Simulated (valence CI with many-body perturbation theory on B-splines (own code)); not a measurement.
# Sensitivity of CI+MBPT for Re XLV

Calculated by configuration interaction combined with many-body perturbation theory (CI+MBPT): three valence electrons over a frozen Dirac-Fock core [Ar] 3d10, a basis of 6 s, 6 p, 5 d, 3 f, 1 g functions for each j, with the one-electron correlation potential Σ1, the two-electron term Σ2, the three-electron term Σ3, Breit, model QED; selected CI, second order for the rest, scaled by the run's own slope (own B-spline code, finite nucleus).

The last digits are not significant, and no measured levels were compared; by estimate large intervals hold to a few tenths of a per cent, small ones and those within an open d or f shell to about a per cent.

The reference run has the lowest level (4s^2 4p1/2) J=1/2 and an ionisation energy of 2303.27 eV. Its largest variational space holds 2843 state functions.

Levels are named by their leading jj configuration (3d3/2^4 stands for four electrons in 3d with j = 3/2), which in mixed levels can hold well under half, so a name can repeat and another be missing. Letters in brackets count levels of one name in rising energy.

Changed runs:
A. Davidson tolerance 2e-05 → 0.0003; scale of Σ2 1 → 0
B. scale of Σ1 1 → 0; scale of Σ2 1 → 0; three-electron term on → off; shift of the energy in Σ1 (hartree) 0 → -36.817
C. Breit term on → off
D. size limit of the variational space 10000 → 100; second order for the rest on → off (bad on purpose)

Excitation energies of the reference run in cm⁻¹, and shifts in cm⁻¹:

```tsv
Level	Reference	A	B	C	D
(4s 4p1/2^2) J=1/2	801193	-594	+286	-8696	-52
(4s^2 4p3/2) J=3/2	850847	-922	-3098	+9736	+585
(4s 4p1/2 4p3/2) J=3/2 [a]	1543140	-4877	-6187	+996	-48
(4s 4p1/2 4p3/2) J=5/2	1612380	-2842	-4134	+1772	+391
(4s 4p1/2 4p3/2) J=3/2 [b]	1710170	+1174	-59	+1691	+586
(4s 4p1/2 4p3/2) J=1/2	1730300	+5003	+3778	+883	+240
(4s^2 4d3/2) J=3/2	2176680	+5691	+5400	+12513	+712
(4s^2 4d5/2) J=5/2	2316850	-241	-2014	+15465	+242
(4s 4p3/2^2) J=5/2	2474530	+1523	-1182	+12319	+609
(4p1/2^2 4p3/2) J=3/2	2513160	+2651	+2328	-6929	+778
(4s 4p3/2^2) J=1/2	2580820	+973	-2378	+10458	+392
(4s 4p3/2^2) J=3/2	2610470	+5424	+2092	+10842	+808
Ionisation energy (eV)	2303.27	+0.07	-1.79	+2.90	-0.09
```
